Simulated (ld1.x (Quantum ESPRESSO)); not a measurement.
**S, TM: configuration errors across variants**

```
Element                 : sulfur
Generator               : ld1.x (Quantum ESPRESSO) 7.5
Type                    : norm-conserving Troullier–Martins (Kleinman–Bylander form)
Functional              : PBE
Relativity              : scalar-relativistic
Frozen core             : [He]
Valence charge          : 14
Reference configuration : 2s2 2p6 3s2 3p4
Partial waves           : 2s (bound): rc 0.60 bohr; 3d channel at 0.5 Ry: rc 0.55 bohr; 2p (bound): rc 0.35 bohr
Local potential         : the p channel
Core correction         : none
```

Occupied shells without a wave of their own: 3p, 3s. They enter only through the test configuration that unscreens the potential.

All-electron excitation energies from the reference (eV): (1) 2s2 2p6 3s2 3p3 11.769; (2) 2s2 2p6 3s2 3p2 34.053; (3) 2s2 2p6 3s2 3p1 68.094; (4) 2s2 2p6 3s2 3p4.3 -1.709; (5) 2s2 2p5 3s2 3p4 173.684; (6) 2s2 2p6 3s1 3p4 22.648; (7) 2s2 2p6 3s2 3p0 114.891.

For the base: The 3p, 3s levels have no wave, so the channel is fitted at the deeper level alone: the likely source of the large errors.

On the changes marked as counting shells twice: ld1.x takes every shell without a wave as core, so the model core holds the marked electrons as well and exchange and correlation see them twice. This cancels in the reference configuration, but the file is broken for other ones, and its errors say nothing about a proper core correction.

2 further variants failed, have other tests or another functional or relativity, and are left out.

The file “all radii scaled by about 1.20 (s 0.72, p 0.42, d 0.66 bohr)” misses its own reference levels by 0.4 eV. The file “wave 2p (bound): rc 0.35 bohr becomes 2p (bound): rc 0.24 bohr” misses its own reference levels by 0.3 eV. The file “local potential the s channel” misses its own reference levels by 0.4 eV.

Errors AE − PS in meV (a dash: test not solved or not reliable):

```tsv
change	(1)	(2)	(3)	(4)	(5)	(6)	(7)	bound ghosts
base	+19	+47	+87	-4.4	+66	-272	+149	not determined
all radii scaled by about 1.20 (s 0.72, p 0.42, d 0.66 bohr)	+43	+105	+194	-9.5	+123	-442	+325	not determined
wave 2p (bound): rc 0.35 bohr becomes 2p (bound): rc 0.24 bohr	+10	+24	+46	-2.6	+148	-346	+84	not determined
wave 3d channel at 0.5 Ry: rc 0.55 bohr becomes 3d channel at 0.5 Ry: rc 0.84 bohr	+19	+47	+87	-4.4	+66	-272	+149	not determined
local potential the s channel	-119	-299	-542	+24	+150	-448	-850	not determined
core correction a·sin(br)/r model core inside 0.40 bohr (3p, 3s counted twice)	-102	-486	-1232	-14	-194	-373	-2473	not determined
wave 3d channel at 0.5 Ry: rc 0.55 bohr becomes 3d channel at -0.12 Ry: rc 0.55 bohr	+19	+47	+87	-4.4	+66	-272	+149	not determined
wave 3d channel at 0.5 Ry: rc 0.55 bohr becomes 3d channel at 0.5 Ry: rc 0.50 bohr	+19	+47	+87	-4.4	+66	-272	+149	not determined
core correction a·sin(br)/r model core inside 0.34 bohr (3p, 3s counted twice)	-102	-486	-1232	-14	-195	-373	-2473	not determined
```

Problem. Give the same row for: wave 2s (bound): rc 0.60 bohr becomes 2s (bound): rc 0.88 bohr.

Solution. +17, +39, +75, -4.6, +233, -768, +144; bound ghosts: not determined.
